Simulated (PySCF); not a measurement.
Geometry:
```csv
atom,x (Å),y (Å),z (Å)
C1,0.475,2.657,-1.153
C2,-0.195,1.540,-0.912
O3,0.329,0.550,-0.159
C4,-0.347,-0.626,0.055
Si5,-1.916,-1.091,-0.905
C6,0.215,-1.428,0.968
Si7,1.775,-0.886,1.861
H8,1.464,2.808,-0.758
H9,0.043,3.440,-1.745
H10,-1.195,1.375,-1.298
H11,-3.040,-0.235,-0.509
H12,-2.212,-2.481,-0.572
H13,-1.682,-0.954,-2.347
H14,-0.250,-2.380,1.167
H15,2.112,-1.922,2.843
H16,1.544,0.385,2.550
H17,2.874,-0.739,0.904
```

Isolated molecule, non-relativistic Hamiltonian, rapidly exchanging positions averaged, a single conformation. Geometry from GFN2-xTB; σ from GIAO-PBE0/pcSseg-1; PySCF 2.14.

Q: Predict the 2D correlation tables (HSQC, COSY, HMBC).

A: 

HSQC (one-bond C–H):
```
        δH          δC
6.87 (H10)  155.8 (C2)
5.61 (H14)  122.0 (C6)
 5.06 (H8)   97.4 (C1)
 4.52 (H9)   97.4 (C1)
```

COSY cross peaks (H two or three bonds apart, from the bond graph; peaks can be absent where the dihedral angle is near 90°):
```
        δH                  δH
6.87 (H10)           5.06 (H8)
6.87 (H10)           4.52 (H9)
5.61 (H14)  4.17 (H15/H16/H17)
 5.06 (H8)           4.52 (H9)
```

HMBC (two and three bonds, from the bond graph):
```
                δH                      δC
        6.87 (H10)   174.2 (C4), 97.4 (C1)
        5.61 (H14)              174.2 (C4)
         5.06 (H8)              155.8 (C2)
         4.52 (H9)              155.8 (C2)
4.33 (H11/H12/H13)  174.2 (C4), 122.0 (C6)
4.17 (H15/H16/H17)  174.2 (C4), 122.0 (C6)
```

Chemical shifts δ = σref − σ; TMS for ¹H and ¹³C, all at this level.

Short H···H contacts in this conformer between protons four or more bonds apart (candidates for NOE cross peaks, intensity ∝ r⁻⁶): H10···H11 2.57 Å, H12···H14 2.62 Å.

Shifts are as computed. Against solution values, carbons near 30 ppm lie about +3 ppm off and those near 130 ppm about +5 ppm. Of 1211 compounds with measured shifts, 218 miss one by over three times the rms of a fit or turn the order of signals round; such compounds aren't used in these exercises.
